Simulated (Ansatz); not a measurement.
# How methods differ on GeH2 (SMILES [H][Ge][H])

GeH2 has 3 atoms, charge 0, and is taken as a singlet. SMILES: `[H][Ge][H]`. The shape comes from GFN2-xTB, which is rough for such elements, and wasn't checked as a minimum.

```csv
atom,x (Å),y (Å),z (Å)
Ge,0.0046,-0.0091,-0.7810
H,1.0988,-0.0178,0.3984
H,-1.1034,0.0269,0.3826
```

Each level gives the energy change with the Ge1–H3 bond stretched from 1.607 to 2.009 Å (eV). The values are calculated.

```json
{"level": "HF/STO-3G (restricted)", "kind": "Hartree–Fock", "program": "Ansatz", "value (eV)": "1.70", "less FCI/STO-3G": "+0.48", "CPU time (all runs)": "0.18 s"}
{"level": "BHLYP/STO-3G (restricted)", "kind": "global hybrid", "program": "Ansatz", "value (eV)": "1.56", "less FCI/STO-3G": "+0.34", "CPU time (all runs)": "1.4 s"}
{"level": "r2SCAN0/STO-3G (restricted)", "kind": "hybrid meta-GGA", "program": "Ansatz", "value (eV)": "1.52", "less FCI/STO-3G": "+0.30", "CPU time (all runs)": "4 s"}
{"level": "CAM-B3LYP/STO-3G (restricted)", "kind": "range-separated hybrid", "program": "Ansatz", "value (eV)": "1.57", "less FCI/STO-3G": "+0.35", "CPU time (all runs)": "2.4 s"}
{"level": "HSE06/STO-3G (restricted)", "kind": "range-separated hybrid", "program": "Ansatz", "value (eV)": "1.47", "less FCI/STO-3G": "+0.25", "CPU time (all runs)": "2 s"}
{"level": "B2PLYP/STO-3G (restricted)", "kind": "double hybrid", "program": "Ansatz", "value (eV)": "1.45", "less FCI/STO-3G": "+0.23", "CPU time (all runs)": "2 s"}
{"level": "MP2/STO-3G (restricted)", "kind": "perturbation theory", "program": "Ansatz", "value (eV)": "1.45", "less FCI/STO-3G": "+0.23", "CPU time (all runs)": "0.21 s"}
{"level": "CCSDTQ/STO-3G (restricted)", "kind": "coupled cluster or CI", "program": "Ansatz", "value (eV)": "1.22", "less FCI/STO-3G": "0.00", "CPU time (all runs)": "18 s"}
{"level": "FCI/STO-3G", "kind": "exact in the basis", "program": "Ansatz", "value (eV)": "1.22", "less FCI/STO-3G": "0.00", "CPU time (all runs)": "0.72 s"}
```

FCI/STO-3G is exact within its basis and frozen core, so for wave-function methods in that basis the difference is their error; functionals converge differently with the basis, so for them it is only a difference. All-electron rows without a relativistic Hamiltonian named are non-relativistic. The first shape isn't each level's own minimum. The values span 1.22 to 1.70 eV. All rows use very small basis sets, so even the best lies far from the true value. In the correlated wave-function rows the outer d shell of Ge is correlated, in sets not made for it. Times are those of the runs behind each value, whatever else they computed, on shared processors of several kinds: orders of magnitude only.
